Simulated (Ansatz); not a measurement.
`[SiH3][GeH2][CH2]S` + `C[NH][GeH3]` → `C[N]([SiH3])[GeH3]` + `S[CH2][GeH3]` at 600 K and 1 bar (cleavage of the Si–Ge bond).

Isolated molecules relaxed with PBE0-D4/def2-TZVP in Ansatz; ΔE leaves out vibrations. CCSD(T)/CBS adds triple-zeta CCSD(T) − MP2 to the extrapolated MP2 energy (def2 sets, frozen cores). For Ge outer-core shells are correlated without core-valence functions, which leaves a few kJ/mol of doubt a bond. Scalar relativity is left out up to krypton. Each species was taken in one conformer, which may not be the lowest.

```csv
species,CCSD(T)/CBS energy (Eh),H − E (kJ/mol),S (J/(mol·K))
`[SiH3][GeH2][CH2]S`,-2805.82258,275.6,491.2
`C[NH][GeH3]`,-2173.06430,253.9,386.3
`C[N]([SiH3])[GeH3]`,-2463.36560,313.2,474.0
`S[CH2][GeH3]`,-2515.53503,208.9,397.9
```

H − E and S are ideal-gas, rigid-rotor, harmonic terms from PBE0-D4/def2-TZVP, for one conformer and one mirror image of each species. 1 Eh = 2625.50 kJ/mol, R = 8.31446 J/(mol·K).

Question: By hand: ΔE, ΔH, ΔS and ΔG.

Answer: ΔE = (-2463.36560) + (-2515.53503) − (-2805.82258) − (-2173.06430) = -0.01375 Eh = -36.1 kJ/mol. Δ(H − E) = 313.2 + 208.9 − 275.6 − 253.9 = -7.4, so ΔH = -43.5 kJ/mol. ΔS = 474.0 + 397.9 − 491.2 − 386.3 = -5.6 J/(mol·K). ΔG = -43.5 − 600 × (-5.6)/1000 = -40.1 kJ/mol.

Question: By hand: the equilibrium constant, and the temperature at which ΔG would vanish if ΔH and ΔS stayed fixed.

Answer: log₁₀ K = −ΔG/(RT ln 10) = 3.5. ΔG = 0 at ΔH/ΔS = 7768 K, far beyond where these terms or the molecules hold.

The number of gas molecules stays the same, so ΔS is small and ΔH decides. A doubt of 5 kJ/mol in ΔE shifts log₁₀ K by 0.4 here. Other conformers and mirror images would add mixing entropy, several J/(mol·K) or more a flexible species. Modes under 60 cm⁻¹, often nearly free rotors, make the harmonic entropy too high. These are equilibria of isolated gas molecules and say nothing of rates. Largest T1 diagnostic: 0.011 (customary marks: 0.02 for closed shells, 0.045 for open ones).
